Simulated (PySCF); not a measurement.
Stepwise substitution at one centre (Ge H-SiH3). Gas-phase values, no solvent. Strings in code marks are SMILES.

All values below come from PBE-D3(BJ)/def2-TZVP // PBE0-D3(BJ)/def2-SVP (PySCF). Excitations are Tamm–Dancoff values on a coarser integration grid. The basis has no diffuse functions, so Rydberg states are missing or too high.

```json
[
 {"species": "0 of 4 H replaced by SiH3 (`[GeH4]`)", "S1–T1 gap (TDA) (eV)": "–", "HOMO–LUMO gap (eV)": "8.51", "S1 oscillator strength": "–"},
 {"species": "1 of 4 H replaced by SiH3", "S1–T1 gap (TDA) (eV)": "0.91", "HOMO–LUMO gap (eV)": "6.72", "S1 oscillator strength": "0.204"},
 {"species": "2 of 4 H replaced by SiH3", "S1–T1 gap (TDA) (eV)": "0.91", "HOMO–LUMO gap (eV)": "(withheld)", "S1 oscillator strength": "0.071"},
 {"species": "3 of 4 H replaced by SiH3", "S1–T1 gap (TDA) (eV)": "(withheld)", "HOMO–LUMO gap (eV)": "5.87", "S1 oscillator strength": "0.002"}
]
```

Task: Some entries are withheld; supply them.

Result: 
- 2 of 4 H replaced by SiH3, HOMO–LUMO gap (eV): 5.97
- 3 of 4 H replaced by SiH3, S1–T1 gap (TDA) (eV): 0.53
